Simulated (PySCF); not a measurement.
H4O2SeSi, SMILES O[Se]O[SiH3].

Geometry: PBE-D3(BJ)/def2-SVP. The values are those of a single conformer.

Two levels are set side by side: PBE/def2-TZVP (PySCF) and HF/def2-TZVP (PySCF). Same geometry, gas phase. Differences are taken from unrounded values.

```json
[
 {"quantity": "orbital gap (eV)", "HF": "11.96"},
 {"quantity": "highest occupied level (eV)", "HF": "-9.71"},
 {"quantity": "lowest empty level (eV)", "HF": "2.25"},
 {"quantity": "dipole moment (D)", "HF": "2.47"},
 {"quantity": "mean polarisability (bohr³)", "HF": "55.1"}
]
```

Question: What does PBE give, and how far is it from HF? (Estimate from the structure and the level; the computed values follow.)

Answer: 
| quantity | PBE | PBE minus HF |
|---|---|---|
| orbital gap (eV) | 3.16 | -8.80 |
| highest occupied level (eV) | -5.47 | 4.25 |
| lowest empty level (eV) | -2.31 | -4.56 |
| dipole moment (D) | 2.07 | -0.40 |
| mean polarisability (bohr³) | 61.9 | 6.7 |

PBE's occupied levels lie high since its potential decays too fast outside the molecule; exact exchange lowers them and widens the gap. Loosely held outer electrons make PBE densities more polarisable. Differences between two approximate levels are no errors against the true value.

Rough cost on one machine, each run with all the roots and properties that it gave: HF against PBE about 1/3.
